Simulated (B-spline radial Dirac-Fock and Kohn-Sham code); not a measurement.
Calculated with a radial finite-basis atomic code, using ΔSCF Dirac-Fock with Breit, self-energy and vacuum polarisation, finite nucleus, configuration average. Correlation and solid-state effects are left out.

**Question.** Identify the element and charge state from the binding energies below (tabulated ground configuration; the least bound level is included).

```
level  binding energy (eV)
2p1/2              19733.3
2p3/2              17855.2
   3s               8355.4
```

**Answer.** Au⁶⁸⁺: Z = 79 with 11 electrons, [Ne] 3s1.

**Question.** Identify the element and charge state from the binding energies below (tabulated ground configuration; the least bound level is included).

```csv
level,binding energy (eV)
K,77427.4
L2,14151.8
L3,12543.9
M2,4228.8
M3,3867.0
N3,1647.2
"N4,5",1446.8
```

**Answer.** Ir³³⁺: Z = 77 with 44 electrons, [Kr] 4d8. The hydrogen-like estimate √(E/Ry) = 75.4 for the K level lies 1.6 below Z (screening lowers it, relativity raises it); the outermost level, at 1446.8 eV, fixes the charge.

**Question.** An atom or ion in its tabulated ground configuration has these computed binding energies (the last is its least bound level). Which is it?

| level | binding energy (eV) |
| --- | --- |
| 1s | 35940.6 |
| 2s | 8403.8 |
| 2p | 8052.7 |

**Answer.** Te⁴⁶⁺: Z = 52 with 6 electrons, [He] 2s2 2p2. The hydrogen-like estimate √(E/Ry) = 51.4 for the K level lies 0.6 below Z (screening lowers it, relativity raises it); the outermost level, at 8052.7 eV, fixes the charge.

**Question.** An atom or ion in its tabulated ground configuration has these computed binding energies (the last is its least bound level). Which is it?

```tsv
level	binding energy (eV)
1s	11948.8
2s	1616.4
2p3/2	1404.9
3s	287.3
3p3/2	222.5
3d3/2	119.7
3d5/2	119.0
```

**Answer.** As⁵⁺: Z = 33 with 28 electrons, [Ar] 3d10. The hydrogen-like estimate √(E/Ry) = 29.6 for the K level lies 3.4 below Z; the outermost level, at 119.0 eV, fixes the charge.

**Question.** Identify the element and charge state from the binding energies below (tabulated ground configuration; the least bound level is included).

```
level  binding energy (eV)
2p1/2              10775.1
3p1/2               2404.8
   4s                578.5
4p1/2                480.9
4d3/2                262.1
4d5/2                251.4
   5d                31.97
```

**Answer.** Hf³⁺: Z = 72 with 69 electrons, [Xe] 4f14 5d1.
